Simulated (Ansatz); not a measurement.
Two isomers of C2H4BClO: A = `ClBC1CO1`, B = `O=CCBCl`.

Isolated molecules relaxed with PBE0-D4/def2-TZVP in Ansatz; ΔE leaves out vibrations. CCSD(T)/CBS adds triple-zeta CCSD(T) − MP2 to the extrapolated MP2 energy (def2 sets, frozen cores). Functionals use def2-TZVPP. Each species was taken in one conformer, which may not be the lowest.

Problem. Which isomer does CCSD(T)/CBS put lower? Give the gap. (An estimate is asked.)

Solution. The calculation gave: B, by 103.3 kJ/mol.

Problem. Give E(B) − E(A) in kJ/mol with LDA (SPW92), HF/def2-TZVPP, r2SCAN-D4, CCSD(T)/def2-SVP, PBE-D4, CCSD/def2-TZVPP, CCSD(T)/def2-TZVPP. (Estimate.)

Solution. Computed: LDA (SPW92) -85.1, HF/def2-TZVPP -125.9, r2SCAN-D4 -99.7, CCSD(T)/def2-SVP -116.3, PBE-D4 -97.3, CCSD/def2-TZVPP -106.0, CCSD(T)/def2-TZVPP -104.5. None reverses the order clearly.

Problem. Does the order hold for the free energy at 298.15 K (harmonic terms from PBE0-D4)? (Estimate.)

Solution. The calculation gave: Yes: G(B) − G(A) = -111.9 kJ/mol, for one conformer each. Modes under 60 cm⁻¹, often nearly free rotors, make the harmonic entropy too high.

Largest T1 diagnostic: 0.014.

In def2-TZVPP, CCSD(T) changes the Hartree–Fock value by +21.4 kJ/mol (the triples alone add +1.5 kJ/mol) and MP2 by +26.4 kJ/mol. Leaving LDA and LC-ωPBE aside and taking each functional with its dispersion term where it has one, the values, not all of them listed here, spread over 17.3 kJ/mol, from BLYP-D4 to HSE06-D4. LDA lies +13.2 kJ/mol from PBE without D4.
